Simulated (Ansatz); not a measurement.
Abridged output of a molecular run in Ansatz:

```
Functional definition: HF
1496 factors; integrals over basis functions are off by at most 9.8e-4 eV
mean field evaluation 1: about -62326.0938 eV, gradient 4.6e1 eV
mean field evaluation 2: about -62326.3686 eV, gradient 4.6e1 eV
mean field evaluation 4: about -62330.8029 eV, gradient 3.9e0 eV
mean field evaluation 8: about -62330.8706 eV, gradient 3.0e-1 eV
mean field -62330.87112326 eV, -2290.6172643979 hartree, gradient 2.4e-6 eV, S^2 0.000000; 0 other end points of the search recorded, 0 dependent functions left out
13 core orbitals not correlated: weight in the atoms' cores, before any rotation towards them, 1.000 or more for the frozen orbitals, at most 0.000 for the correlated occupied ones
reference -62330.87112326 eV, -2290.6172643979 hartree; 19, 19 occupied and 210, 210 virtual orbitals, 1496 factors
second order -26.65396181 eV of doubles, -0.00000000 eV of singles
cycle   1  -26.42481961 eV  change    2.3e-1 eV  update   1.2e-1
cycle   2  -27.19661088 eV  change   -7.7e-1 eV  update   3.7e-2
cycle   3  -27.35802450 eV  change   -1.6e-1 eV  update   1.9e-2
cycle   4  -27.33924824 eV  change    1.9e-2 eV  update   4.8e-3
cycle   5  -27.33648647 eV  change    2.8e-3 eV  update   3.0e-3
cycle   6  -27.33887384 eV  change   -2.4e-3 eV  update   1.3e-3
cycle   7  -27.33882189 eV  change    5.2e-5 eV  update   7.1e-4
cycle   8  -27.33850548 eV  change    3.2e-4 eV  update   3.2e-4
cycle   9  -27.33857008 eV  change   -6.5e-5 eV  update   1.6e-4
cycle  10  -27.33868070 eV  change   -1.1e-4 eV  update   8.6e-5
cycle  11  -27.33856993 eV  change    1.1e-4 eV  update   3.2e-5
cycle  12  -27.33860890 eV  change   -3.9e-5 eV  update   1.5e-5
cycle  13  -27.33861099 eV  change   -2.1e-6 eV  update   5.5e-6
perturbative correction -1.07040803 eV, -0.0393367696 hartree
Total energy: -62359.28014228 eV, -2291.6612765906 hartree
```

Its atoms:

Z-matrix (Å, degrees):
```
Ge
O 1 1.809
C 1 2.290 2 38.3
B 1 2.058 2 116.6 3 115.3
O 1 1.809 2 76.6 3 1.9
H 1 1.550 2 113.1 3 -107.7
H 3 1.098 1 127.1 2 88.5
H 3 1.099 1 122.9 2 -91.5
H 4 1.192 1 120.1 2 -133.9
H 4 1.192 1 120.1 2 46.2
```

(1) Which basis set was used?
A. def2-TZVPP
B. def2-SVP
C. def2-TZVPPD
D. cc-pV(Q+d)Z

(2) Write the keys of the input that set method, charge and spin (a neutral closed shell needs none for the last two).

Answers

(1) A. It gives 242 functions.

(2) 
```yaml
correlation: {method: ccsd_t}
```
